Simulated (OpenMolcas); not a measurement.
An OpenMolcas run meant for Cu (ANO-R1, X2C; inactive shells 1s 2s 2p 3s 3p; intended active space 11 electrons in 6 orbitals (3d 4s)). One step of its input:

```
&CASPT2
Multistate=6 1 2 3 4 5 6
Frozen=2 3
IPEA=0.25
Shift=3.0
MaxIter=60
WThr=0.0 0.3 0.05
PrWF=0.5
NoMix
```

The run finished. Its levels beside those of a sound run (SS-CASPT2, IPEA 0.25 Eh, imaginary shift 0.1 Eh (closed shells correlated: 3s 3p)), in eV above each run's lowest level:

```tsv
Level	This run	Usual run
3d¹⁰ 4s ²S_1/2	0.0000	0.0000
3d⁹ 4s² ²D_5/2	0.6349	1.4313
3d⁹ 4s² ²D_3/2	0.8833	1.6798
```

Task: Which setting is unsound, and how much does it matter here?

Result: The level shift is far above the usual 0.1 to 0.3 hartree and damps the second-order energy. Against the sound run the excited levels shown move by 6400 cm-1 on average and by 6400 cm-1 at most.

A single d shell beside an s shell can misplace configurations of different d count against each other. Only configurations of the active space appear.
